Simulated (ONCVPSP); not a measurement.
## PBEsol ONCV dataset for cobalt, scalar-relativistic all-electron reference.

The input file (ONCVPSP 4.0.1):

```
# ATOM AND REFERENCE CONFIGURATION
# atsym  z   nc   nv     iexc    psfile
  Co 27.00    3    5  -116133      upf
#
#   n    l    f
    1    0    2.00
    2    0    2.00
    2    1    6.00
    3    0    2.00
    3    1    6.00
    3    2    7.00
    4    0    1.75
    4    1    0.25
#
# PSEUDOPOTENTIAL AND OPTIMIZATION
# lmax
    2
#
#   l,   rc,      ep,       ncon, nbas, qcut
    0    1.25    0.00    4    7    9.90
    1    1.10    0.00    4    9   13.70
    2    1.30    0.00    4    9   13.20
#
# LOCAL POTENTIAL
# lloc, lpopt,  rc(5),   dvloc0
    4    2    1.05    0.00
#
# VANDERBILT-KLEINMAN-BYLANDER PROJECTORs
# l, nproj, debl
    0    2    0.70
    1    2    1.60
    2    1    2.60
#
# MODEL CORE CHARGE
# icmod, fcfact, rcfact
    0    0.00    0.00
#
# LOG DERIVATIVE ANALYSIS
# epsh1, epsh2, depsh
   -5.00    5.00    0.04
#
# OUTPUT GRID
# rlmax, drl
    6.00    0.01
#
# TEST CONFIGURATIONS
# ncnf
    4
# nvcnf
#   n    l    f
    5
    3    0    2.00
    3    1    6.00
    3    2    7.00
    4    0    2.00
    4    1    0.00
#
    5
    3    0    2.00
    3    1    6.00
    3    2    7.00
    4    0    1.00
    4    1    0.00
#
    5
    3    0    2.00
    3    1    6.00
    3    2    7.00
    4    0    0.00
    4    1    0.00
#
    5
    3    0    2.00
    3    1    6.00
    3    2    7.00
    4    0    1.00
    4    1    1.00
#
```

Command:

```bash
oncvpsp.x < Co.dat > Co.out
```

Resulting log (shortened: citation, most of the input echo, consistency checks and plot data are left out):

```
ONCVPSP  (Optimized Norm-Conservinng Vanderbilt PSeudopotential)
scalar-relativistic version 4.0.1

#   n    l    f        energy (Ha)
    1    0    2.00    -2.7878228E+02
    2    0    2.00    -3.3020989E+01
    2    1    6.00    -2.8294322E+01
    3    0    2.00    -3.7717565E+00
    3    1    6.00    -2.4257879E+00
    3    2    7.00    -3.2024468E-01
    4    0    1.75    -2.1343466E-01
    4    1    0.25    -5.4914418E-02

Reference configufation results
  iterations    34
  all-electron total energy (Ha)   -1.39186270D+03

Begin loop to  construct optimized pseudo wave functions
and semi-local pseudopoentials for all angular momenta

Calculating optimized projector #   1

 for l=   0

    Fraction of norm inside rc  0.933310
    Optimizing pswf for qcut=   9.91 a_B^-1,  ecut=  49.12 Ha
    Residual kinetic energy error=  2.85D-06 Ha

    Energy error per electron        Cutoff
         Ha          eV             Ha
         0.01000     0.27211       25.06
         0.00100     0.02721       34.27
         0.00010     0.00272       40.94
         0.00001     0.00027       46.24

Calculating optimized projector #   2

 for l=   0

    Fraction of norm inside rc  0.036653
    Optimizing pswf for qcut=   9.91 a_B^-1,  ecut=  49.12 Ha
    Residual kinetic energy error=  2.58D-06 Ha

    Energy error per electron        Cutoff
         Ha          eV             Ha
         0.01000     0.27211        8.85
         0.00100     0.02721       29.22
         0.00010     0.00272       38.45
         0.00001     0.00027       45.36

Calculating optimized projector #   1

 for l=   1

    Fraction of norm inside rc  0.822958
    Optimizing pswf for qcut=  13.71 a_B^-1,  ecut=  93.92 Ha
    Residual kinetic energy error=  1.45D-08 Ha

    Energy error per electron        Cutoff
         Ha          eV             Ha
         0.01000     0.27211       28.85
         0.00100     0.02721       36.35
         0.00010     0.00272       42.87
         0.00001     0.00027       66.11

Calculating optimized projector #   2

 for l=   1

    Fraction of norm inside rc  0.013299
    Optimizing pswf for qcut=  13.71 a_B^-1,  ecut=  93.92 Ha
    Residual kinetic energy error=  2.32D-09 Ha

    Energy error per electron        Cutoff
         Ha          eV             Ha
         0.01000     0.27211       16.36
         0.00100     0.02721       25.90
         0.00010     0.00272       33.67
         0.00001     0.00027       40.60

Calculating optimized projector #   1

 for l=   2

    Fraction of norm inside rc  0.734337
    Optimizing pswf for qcut=  13.20 a_B^-1,  ecut=  87.09 Ha
    Residual kinetic energy error=  3.64D-07 Ha

    Energy error per electron        Cutoff
         Ha          eV             Ha
         0.01000     0.27211       52.52
         0.00100     0.02721       62.75
         0.00010     0.00272       71.28
         0.00001     0.00027       77.86

Construct Vanderbilt / Kleinmman-Bylander projectors

B matrix Hermiticity error, ll=   0
   1   2    3.6202E-04

  Orthonormal projector coefficients  6.0310E+00 -5.5007E-01

B matrix Hermiticity error, ll=   1
   1   2    1.4544E-04

  Orthonormal projector coefficients -3.9809E+00 -3.7450E-01

Pseudoatom total energy -144.262232

Diagnostic tests using Vanderbilt-Kleinman-Bylander pseudopotentials
  1 or more projectors used as specified by nproj input data

   l    rcore       rmatch      e in        delta e   norm test  slope test

   0   1.2509859   1.2889685  -3.7717565   0.0000024   1.0002245   1.0002143
   0   1.2509859   1.2889685  -0.2134347   0.0000059   1.0000471   1.0000404

   1   1.1033030   1.1368017  -2.4257879  -0.0000398   1.0001903   1.0002072
   1   1.1033030   1.1368017  -0.0549144   0.0000031   1.0000533   1.0000856

   2   1.3044825   1.3440894  -0.3202447  -0.0000031   0.9999986   1.0000094

 Testing for bound ghosts
   n   l    E NL Schr. Eq   E Basis Diag.   E Cutoff

   1   0       -3.771754       -3.771751    121.33
   2   0       -0.213429       -0.040569    121.33

   2   1       -2.425828       -2.425625    325.02
   3   1       -0.054911        0.460969    325.02

   3   2       -0.320248       -0.315202    202.47

 Testing for highly-localized positive-energy ghosts
       l    <radius>/rc     E Basis Diag.   E Cutoff

Test configuration 0

   n   l     f        eae           eps        diff
   1   0  2.0000 -278.78228018
   2   0  2.0000  -33.02098887
   2   1  6.0000  -28.29432226
   3   0  2.0000   -3.77175645   -3.77175402    2.43D-06
   3   1  6.0000   -2.42578793   -2.42582777   -3.98D-05
   3   2  7.0000   -0.32024468   -0.32024779   -3.11D-06
   4   0  1.7500   -0.21343466   -0.21342875    5.91D-06
   4   1  0.2500   -0.05491442   -0.05491131    3.11D-06

    Total energies and differences
      AE_ref= -1.39186270D+03  AE_tst= -1.39186270D+03  dif=  0.00D+00
      PS_ref= -1.44262232D+02  PS_tst= -1.44262232D+02  dif= -4.32D-12
      PSP excitation error=  4.32D-12

Test configuration 1

   n   l     f        eae           eps        diff
   1   0  2.0000 -278.76397181
   2   0  2.0000  -33.00363803
   2   1  6.0000  -28.27691133
   3   0  2.0000   -3.75348965   -3.75351325   -2.36D-05
   3   1  6.0000   -2.40746673   -2.40751490   -4.82D-05
   3   2  7.0000   -0.30244096   -0.30241230    2.87D-05
   4   0  2.0000   -0.20173199   -0.20173377   -1.77D-06

    Total energies and differences
      AE_ref= -1.39186270D+03  AE_tst= -1.39190198D+03  dif= -3.93D-02
      PS_ref= -1.44262232D+02  PS_tst= -1.44301518D+02  dif= -3.93D-02
      PSP excitation error=  3.98D-06

Test configuration 2

   n   l     f        eae           eps        diff
   1   0  2.0000 -279.09026526
   2   0  2.0000  -33.32272460
   2   1  6.0000  -28.59660549
   3   0  2.0000   -4.07783580   -4.07766580    1.70D-04
   3   1  6.0000   -2.73232393   -2.73224214    8.18D-05
   3   2  7.0000   -0.62431928   -0.62447605   -1.57D-04
   4   0  1.0000   -0.46887389   -0.46880361    7.03D-05

    Total energies and differences
      AE_ref= -1.39186270D+03  AE_tst= -1.39156955D+03  dif=  2.93D-01
      PS_ref= -1.44262232D+02  PS_tst= -1.43969082D+02  dif=  2.93D-01
      PSP excitation error= -1.56D-06

Test configuration 3

psatom: WARNING lschvkbb convergence error n,l,iter=   3   1   4
ea(ii),et,emin,emax -5.943605E-02 -6.537965E-02 -6.537965E-02 -6.537965E-02
run_config: WARNING for fully non-local PS atom, stg. 1
 WARNING no output for configuration 4

Test configuration 4

   n   l     f        eae           eps        diff
   1   0  2.0000 -278.83214756
   2   0  2.0000  -33.06804864
   2   1  6.0000  -28.34154440
   3   0  2.0000   -3.82156107   -3.82149334    6.77D-05
   3   1  6.0000   -2.47572213   -2.47575368   -3.16D-05
   3   2  7.0000   -0.36851505   -0.36862243   -1.07D-04
   4   0  1.0000   -0.24380119   -0.24377012    3.11D-05
   4   1  1.0000   -0.07779037   -0.07778360    6.76D-06

    Total energies and differences
      AE_ref= -1.39186270D+03  AE_tst= -1.39174091D+03  dif=  1.22D-01
      PS_ref= -1.44262232D+02  PS_tst= -1.44140438D+02  dif=  1.22D-01
      PSP excitation error= -1.38D-06
```

The run took about 5.4 s on one core of a shared server CPU.
